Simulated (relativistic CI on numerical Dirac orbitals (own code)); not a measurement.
**V2+ in a cubic cluster: 2p photoemission with charge transfer**

Computed with a charge-transfer multiplet model of a cubic metal-ligand cluster with up to one ligand hole, Slater and spin-orbit integrals from Dirac-Coulomb-Breit ions, Slater integrals scaled by 0.8. The ground state mixes d3 with configurations of k ligand holes L, whose averages lie at kΔ + k(k − 1)U_dd/2; a core hole lowers each added d electron by U_cd. 20 K, Lorentzian 0.6 eV and Gaussian 0.8 eV FWHM.

Atomic integrals in eV (Slater integrals scaled, ζ unscaled), ground: F2dd 7.134, F4dd 4.434, zeta_d 0.019; with the core hole: F2dd 8.721, F4dd 5.468, zeta_d 0.036, zeta_core 4.610, F2cd 4.876, G1cd 3.590, G3cd 2.038.

Cluster parameters (eV): Δ = 6, U_dd = 6, U_cd = 7.2, 10Dq = 0.4, 10Dq(ligand) = 1, final-state hopping factor = 0.8.

| Case | n_d | d3 | d4L | S |
| --- | --- | --- | --- | --- |
| V(eg) = 0.75 eV, V(t2g) = -0.41 eV | 3.07 | 0.93 | 0.07 | 1.50 |
| V(eg) = 1.05 eV, V(t2g) = -0.58 eV | 3.12 | 0.88 | 0.12 | 1.50 |
| V(eg) = 1.35 eV, V(t2g) = -0.74 eV | 3.16 | 0.84 | 0.16 | 1.50 |

Weights, n_d and S are thermal averages at 20 K. Binding energies count from the first peak over 30 % of the highest in each spectrum, which can be another peak from case to case. The parameters are a model scan and need not match a compound or its usual spin state. Peaks in eV (height, largest 100):
- V(eg) = 0.75 eV, V(t2g) = -0.41 eV: 0.0 (40), 3.5 (100), 3.9 (100), 8.5 (44), 11.9 (50)
- V(eg) = 1.05 eV, V(t2g) = -0.58 eV: 0.0 (84), 1.4 (100), 3.3 (89), 5.1 (84), 8.7 (76), 12.9 (41)
- V(eg) = 1.35 eV, V(t2g) = -0.74 eV: 0.0 (99), 1.3 (100), 3.7 (59), 6.4 (55), 8.6 (75), 13.8 (24)

Curve for V(eg) = 0.75 eV, V(t2g) = -0.41 eV (points under 2 left out, the grid thinned):

| E (eV) | Intensity |
| --- | --- |
| -3.1 | 2.1 |
| -2.6 | 2.7 |
| -2.2 | 3.4 |
| -1.7 | 5.4 |
| -1.3 | 9.5 |
| -0.8 | 23.2 |
| -0.4 | 36.8 |
| 0.1 | 40.1 |
| 0.6 | 44.7 |
| 1.0 | 53.6 |
| 1.5 | 60.6 |
| 1.9 | 66.5 |
| 2.4 | 83.0 |
| 2.8 | 93.7 |
| 3.3 | 99.8 |
| 3.8 | 99.9 |
| 4.2 | 99.4 |
| 4.7 | 91.2 |
| 5.1 | 77.2 |
| 5.6 | 53.6 |
| 6.0 | 37.7 |
| 6.5 | 28.8 |
| 6.9 | 27.3 |
| 7.4 | 30.0 |
| 7.9 | 37.6 |
| 8.3 | 43.1 |
| 8.8 | 43.1 |
| 9.2 | 39.5 |
| 9.7 | 39.9 |
| 10.1 | 41.3 |
| 10.6 | 42.9 |
| 11.1 | 44.5 |
| 11.5 | 47.7 |
| 12.0 | 49.6 |
| 12.4 | 44.2 |
| 12.9 | 31.8 |
| 13.3 | 23.5 |
| 13.8 | 16.6 |
| 14.3 | 12.5 |
| 14.7 | 10.5 |
| 15.2 | 8.1 |
| 15.6 | 6.5 |
| 16.1 | 4.5 |
| 16.5 | 3.1 |
| 17.0 | 2.0 |

For the case V(eg) = 1.35 eV, V(t2g) = -0.74 eV, Δ = 6 eV equals U_dd = 6 eV, the border between the two sides of the Zaanen-Sawatzky-Allen scheme. With the core hole the average of the configuration with one ligand hole lies at Δ − U_cd = -1.2 eV before mixing: the effective hopping of about 2.4 eV (from the holes of the mixed ground state) is comparable with this gap or larger, so the configurations mix strongly.

With at most 1 ligand hole the space is cut while the next configuration still counts, so covalency is underestimated, and a final configuration with one more ligand hole, which can lie low, is missing from the spectra.
